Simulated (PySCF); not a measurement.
Compound: C2H5BrS2Si.
Geometry (PBE0-D3(BJ)/def2-SVP, Å), atoms numbered from 1 in this order:
```
atom  x, y, z in Å
Br1    3.252   -0.711    1.056
Si2    1.796   -0.569   -0.628
S3     0.474    1.102   -0.522
C4    -0.890    0.134    0.228
C5    -1.103   -1.167   -0.514
S6     0.413   -2.199   -0.532
H7     2.625   -0.497   -1.857
H8    -1.785    0.771    0.160
H9    -0.670   -0.044    1.292
H10   -1.421   -0.980   -1.550
H11   -1.871   -1.778   -0.014
```

Jobs on this species (11 atoms, 98 electrons) with PySCF (density fitting). Hardware of each: one thread of an Arm Neoverse V1 (shared host). The host was shared with other jobs, so the times are rough. Peak memory is the resident size of the whole Python process, interpreter and libraries included.

| level and settings | work | basis functions | SCF cycles | wall time | peak memory |
| --- | --- | --- | --- | --- | --- |
| delta-SCF UKS SCAN, pcX-1 on the ionised atom, pcseg-1 elsewhere, spin-free X2C | ΔSCF core ionisation, 5 holes | 156 | ? | ? | ? |
| delta-SCF UKS PBE0, pcX-2 on the ionised atom, pcseg-1 elsewhere, spin-free X2C | ΔSCF core ionisation, 5 holes | 176 | ? | ? | ? |
| delta-SCF UKS SCAN, pcX-2 on the ionised atom, pcseg-1 elsewhere, spin-free X2C | ΔSCF core ionisation, 5 holes | 176 | 74 | 31 s | 0.58 GiB |
| delta-SCF UKS PBE, pcX-2 on the ionised atom, pcseg-1 elsewhere, spin-free X2C | ΔSCF core ionisation, 5 holes | 176 | 74 | 21 s | 0.58 GiB |
| delta-SCF UKS SCAN, pcX-2 on the ionised atom, pcseg-1 elsewhere, non-relativistic | ΔSCF core ionisation, 5 holes | 176 | 75 | 30 s | 0.61 GiB |
| delta-SCF UKS SCAN, def2-TZVP on the ionised atom, pcseg-1 elsewhere, spin-free X2C | ΔSCF core ionisation, 5 holes | 153 | 73 | 28 s | 0.46 GiB |
| PBE0-D3(BJ)/def2-SVP, grid level 1 | geometry optimisation from a GFN2-xTB start shaken at random | 139 | 76 | 2.1 min | 0.58 GiB |
| delta-SCF UKS HF, pcX-2 on the ionised atom, pcseg-1 elsewhere, spin-free X2C | ΔSCF core ionisation, 5 holes | 176 | 64 | 40 s | 0.67 GiB |
| delta-SCF UKS B3LYP, pcX-2 on the ionised atom, pcseg-1 elsewhere, spin-free X2C | ΔSCF core ionisation, 5 holes | 176 | 67 | 57 s | 0.81 GiB |

**Question.** Fill in the missing figures.

**Answer.** 
- delta-SCF UKS SCAN, pcX-1 on the ionised atom, pcseg-1 elsewhere, spin-free X2C; ΔSCF core ionisation, 5 holes: 26 s, 0.46 GiB, 73 SCF cycles
- delta-SCF UKS PBE0, pcX-2 on the ionised atom, pcseg-1 elsewhere, spin-free X2C; ΔSCF core ionisation, 5 holes: 55 s, 0.77 GiB, 65 SCF cycles

**Question.** What do all jobs in the table cost together?

**Answer.** About 6.9 min; the longest takes about 30 % of that, and about 6 times as long as the shortest.
